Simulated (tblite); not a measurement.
Run record: tight-binding relaxation, `C1CC([Si@H]2N[SiH2]C[SiH2]2)C1`.

Computed with GFN2-xTB geometry optimisation, gas phase (tblite 0.8.0). Start geometry: from a force field or distance geometry. A driver script takes a list of jobs; this job's settings line and coordinates (Å) are shown.

Command:
```bash
OMP_NUM_THREADS=1 python probes_run.py task.json out
```

Input:
```
{"job": {"kind": "relax", "xc": "GFN2-xTB", "basis": "xTB"}, "charge": 0, "multiplicity": 1}
C     -3.243100    -0.197600     0.044100
C     -2.415900    -0.737700    -1.102000
C     -1.206600    -0.591100    -0.188900
Si     0.255200     0.280900    -0.962200
N      0.795500     1.484800     0.233100
Si     2.235600     0.870800     1.041300
C      3.303900     0.020900    -0.237700
Si     2.032300    -1.098800    -1.024800
C     -1.997200     0.435700     0.599600
H     -4.014100     0.547200    -0.235000
H     -3.655800    -0.956200     0.733700
H     -2.331100    -0.081400    -1.967600
H     -2.697700    -1.785000    -1.287900
H     -0.917400    -1.496000     0.349600
H     -0.034900     0.836100    -2.270700
H      0.880800     2.444700    -0.140700
H      1.789200    -0.184900     1.975900
H      2.999400     1.889800     1.758000
H      3.679800     0.754100    -0.955300
H      4.115500    -0.565400     0.252500
H      2.318400    -1.381300    -2.425400
H      1.816900    -2.299400    -0.214500
H     -1.808600     1.459100     0.172500
H     -1.912000     0.370500     1.693600
```

Q: What does the run print?

A: 
```
step      E/eV     max force
  0    -719.22088    2.114
  1    -719.42586    0.896
  2    -719.55496    0.713
  3    -719.69781    0.668
  4    -719.75929    0.569
  5    -719.82069    0.511
  6    -719.87184    0.614
  7    -719.92208    0.488
  8    -719.96327    0.471
  9    -720.00063    0.354
... (164 lines left out)
174    -720.30841    0.021
175    -720.30848    0.022
176    -720.30854    0.016
177    -720.30860    0.016
178    -720.30865    0.015
179    -720.30871    0.017
180    -720.30876    0.014
181    -720.30880    0.013
182    -720.30883    0.011
183    -720.30885    0.009
```

«max force» is the largest atomic force in eV/Å.

Q: From which step on does the largest force stay under 0.1 eV/Å, and how much energy is left to gain from there?

A: From step 103 (0.054 eV/Å), 12.8 meV above the end.

In short: energy lowered by 25.1 kcal/mol over 183 steps; largest atomic force 0.009 eV/Å at the end.

Q: Give the final coordinates.

A: 0.906 Å rms from the input after alignment:
```
atom  x, y, z in Å
C1    -3.4533   -0.2736   -0.3557
C2    -2.2699   -1.0608   -0.9341
C3    -1.3299   -0.3984    0.0908
Si4    0.2186    0.4392   -0.6246
N5     1.1042    1.2013    0.6683
Si6    2.8252    1.1312    0.8596
C7     3.3160   -0.4078   -0.1434
Si8    1.9448   -0.8786   -1.3920
C9    -2.4881    0.5197    0.5346
H10   -4.0187    0.3164   -1.0753
H11   -4.1491   -0.8928    0.2085
H12   -2.0409   -0.7982   -1.9663
H13   -2.3521   -2.1445   -0.8663
H14   -1.0616   -1.0972    0.8854
H15   -0.2704    1.4979   -1.5380
H16    0.6059    1.8182    1.2877
H17    3.1158    1.0104    2.2931
H18    3.4669    2.3406    0.3223
H19    4.2681   -0.2426   -0.6433
H20    3.4819   -1.2381    0.5416
H21    2.4055   -0.5452   -2.7490
H22    1.7524   -2.3389   -1.3849
H23   -2.3677    1.5564    0.2224
H24   -2.7156    0.5049    1.5995
```

Hardware: an Arm Neoverse N1 with one thread, no GPU, shared host with 64 logical CPUs at a one-minute load of 58. Cost: 4.0 s.
Labels such as C1 count atoms from 1, the log's own numbers from 0.
